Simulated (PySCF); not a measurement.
Pm(56+): ionisation energy

Pm(56+) [He] 2s2 2p1 [2p1/2^1, M_J = 1/2] → Pm(57+) [He] 2s2, as a difference of total energies. Calculation: PySCF 2.14, in an even-tempered Gaussian basis (17 s from 37 bohr⁻², ratio 2.4; 13 p from 48 bohr⁻², ratio 2.4; 5 d from 150 bohr⁻², ratio 2.6; 4 f from 230 bohr⁻², ratio 2.6); the two-component X2C-1e Hamiltonian. Correlated levels: nothing frozen; the 32 highest virtual spinors dropped. "Screened" scales the spin-orbit matrix elements by Boettger's factors to mimic the two-electron term; Breit and QED terms are absent.

```csv
method,ionisation energy (eV)
GHF (spin-free),11712.5
GMP2 (spin-free),11711.9
GHF (screened spin-orbit),12148.0
GMP2 (screened spin-orbit),12146.0
```

For this ion Breit and QED terms and the two-electron picture change, all absent here, outweigh the correlation shift from GHF to GMP2.

The spin-free rows lack the spin-orbit shift.

For comparison: 12136 ± 5 eV (theoretical estimate listed by NIST; NIST Atomic Spectra Database, ionization energies).
